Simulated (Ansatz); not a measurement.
Born–Oppenheimer molecular dynamics of ClF₂H₃HfO₂ (9 atoms, charge 0, multiplicity 1). It starts at the highest image of a converged band. Of that band: A vibrational analysis at the climbing image gives one clearly imaginary mode, 58i cm⁻¹: a first-order saddle point.

Theory: RKS PBE0/def2-SVP in Ansatz.

```
ensemble                      : NVE (velocity Verlet)
time step                     : 0.5 fs
steps asked                   : 200
starting velocities drawn for : 100 K
seed                          : 11894
```

First frame:

```xyz
9
Properties=species:S:1:pos:R:3
Hf 0.458 -0.416 0.058
O -0.304 -0.367 2.276
H -1.213 -0.198 2.552
F 1.291 -0.377 -1.661
F 0.057 1.456 0.225
O -1.118 -1.464 -0.313
H -1.609 -1.942 -0.983
Cl 2.204 -1.571 1.259
H 0.085 -1.017 2.876
```

(1) How far do the bonds stretch over the last three quarters of this one trajectory? (Pairs bonded in most of those frames.)

## Answers

(1) 
```tsv
bond	mean (Å)	spread (Å)	shortest	longest
Hf1–O2	2.352	0.022	2.32	2.38
Hf1–F4	1.913	0.009	1.90	1.92
Hf1–F5	1.922	0.019	1.89	1.95
Hf1–O6	1.917	0.014	1.89	1.94
Hf1–Cl8	2.430	0.013	2.41	2.44
O2–H3	0.964	0.012	0.95	0.98
O2–H9	0.967	0.017	0.94	0.99
O6–H7	0.956	0.003	0.95	0.96
```

Mean temperature of the second half: 48 K. The conserved energy stayed within 0.085 meV per atom of its start (net change 0.006 meV per atom), so the integration is sound. A run of 0.1 ps of so small a system gives no equilibrium averages. The orbitals stay closed-shell, which can raise the energy where a bond breaks towards radicals; this wasn't checked here.

Run time: 9.6 min on 4 threads of Intel(R) Xeon(R) Platinum 8259CL CPU @ 2.50GHz (Skylake/Cascade Lake), on a shared host, peak memory 0.34 GiB.
